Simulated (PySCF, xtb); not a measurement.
C2Ni, SMILES [C]1[C][Ni]1 (connectivity only; charge and spin as stated), neutral, multiplicity 3.

Harmonic wavenumbers (cm⁻¹) from GFN2-xTB in xtb at its own minimum, in rising order: 479, 492, 1668.

Q: What does PBE0-D3(BJ)/def2-TZVP run with PySCF 2.14.0 give at its own minimum? (The exact figures need the calculation; the answer reports its results.)

A: 427, 515, 1692. Paired by order, the mean absolute difference is 33 cm⁻¹ and the zero-point energies are 3.8 and 3.8 kcal/mol.
